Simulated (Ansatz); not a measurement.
The pair A = GeH4 (SMILES [GeH4]) (first 5 atoms), B = CH6Si (SMILES C[SiH3]); geometry from B3LYP-D3(BJ)/def2-TZVP.
(charge 0, multiplicity 1):
```xyz
13

Ge     0.1870    -0.1501     0.2054
H      0.7029    -1.1953     1.2046
H      0.8688    -0.3583    -1.1547
H      0.4969     1.2577     0.7319
H     -1.3327    -0.3117     0.0450
C     -1.2805     0.3308     3.9096
Si     0.4707    -0.0694     4.4523
H     -1.4430     1.4097     3.8847
H     -2.0057    -0.1043     4.5997
H     -1.4884    -0.0651     2.9145
H      1.4607     0.5862     3.5652
H      0.7077    -1.5328     4.4161
H      0.7007     0.4073     5.8383
```

Correlated levels freeze the cores. Filled d and f shells under p-block atoms count as core. MP2 and its Hartree–Fock in def2-TZVPPD are density fitted.

The values were computed with Ansatz (Gaussian orbitals). Values without a source in brackets are computed.

The counterpoise-corrected interaction energy is E(AB) − E(A in the pair's basis) − E(B in the pair's basis). Total energies (hartree):

| level | AB | A in the pair's basis | B in the pair's basis |
|---|---|---|---|
| HF/def2-SVPD | -2407.5894291 | -2077.4150925 | -330.1764159 |
| MP2/def2-SVPD | -2407.9809062 | -2077.5331495 | -330.4467650 |
| HF/def2-TZVPPD | -2407.9993153 | -2077.6796593 | -330.3217540 |
| MP2/def2-TZVPPD | -2408.4615561 | -2077.8191632 | -330.6411273 |
| CCSD(T)/def2-SVPD | -2408.0648373 | -2077.5659827 | -330.4977742 |

Work out the counterpoise-corrected interaction energy at the basis-set limit: extrapolate the MP2 correlation part as X⁻³, take Hartree–Fock from the larger set, and add the CCSD(T) − MP2 difference of def2-SVPD.


1. Differences (1 hartree = 627.509 kcal/mol): HF/def2-SVPD 1.305; MP2/def2-SVPD -0.622; HF/def2-TZVPPD 1.317; MP2/def2-TZVPPD -0.794; CCSD(T)/def2-SVPD -0.678.
2. Correlation parts, MP2 less HF: -1.927 in def2-SVPD (X = 2), -2.111 in def2-TZVPPD (X = 3).
3. Limit (3³·(-2.111) − 2³·(-1.927))/(3³ − 2³) = -2.188; with HF/def2-TZVPPD it gives -0.871.
4. CCSD(T) less MP2 in def2-SVPD: -0.056.
Result: -0.93 kcal/mol, against -0.62 at MP2/def2-SVPD. It is an estimate of this method's limit, not of the exact value.

Ansatz is a first-principles code.
